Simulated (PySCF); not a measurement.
Molecule: Sn(Cl)3(Et), C₂H₅Cl₃Sn, SMILES C[CH2][Sn]([Cl])([Cl])[Cl]. Atoms near the plane z = 0.0 Å, at the B3LYP/def2-SVP optimised geometry (x, y, z in Å): Sn3 (-0.8, -1.1, 0.0), Cl4 (1.5, -1.1, 0.0), Cl6 (-1.5, 1.1, 0.0).

Level of theory: B3LYP/def2-TZVP, def2 effective core potentials past Kr in PySCF. The core electrons that the potentials of Sn replace are not part of the density. Cells within 0.4 Å of a nucleus heavier than hydrogen are left out (blank, or x). The values are rescaled to run from 0 to 1.

```
|55555555555555555555555555555|
|55555555555555555555555555555|
|55555555555555555555555555555|
|55555555555555555555555555555|
|55555666666555555555555555555|
|55556666666655555555555555555|
|55556677776655555555555555555|
|55556678887655555555555555555|
|55556679997555555555555555555|
|55556678xx5444555555555555555|
|55555555xxx234555555555555555|
|55555542xx0134555555555555555|
|55555432000245555555555555555|
|55555443223456665555555555555|
|55555554556777765444556665555|
|55555556677899865333466666555|
|55555667886579864212577766655|
|55555677871xx786410xx88776655|
|5555567787xxx58630xxx99876655|
|55555667873x2786310xx98776655|
|55555566777778864213577766655|
|55555556677888765434566666555|
|55555555667777765444556665555|
|55555555556666665555555555555|
|55555555555666655555555555555|
|55555555555555555555555555555|
|55555555555555555555555555555|
|55555555555555555555555555555|
|55555555555555555555555555555|
```
Scale: ten equal steps from 0.000 (start of '0') to 1.00 (end of '9'), in the order '0123456789'; x runs from -4.00 to 4.00, y from -4.00 (bottom) to 4.00 (top).

Question: Which quantity is mapped?
(A) an orbital amplitude
(B) electron localisation function
(C) log10 of the electron density
(D) Laplacian of the electron density

Answer: A, an orbital amplitude. In full: LUMO amplitude (bohr^(-3/2)).
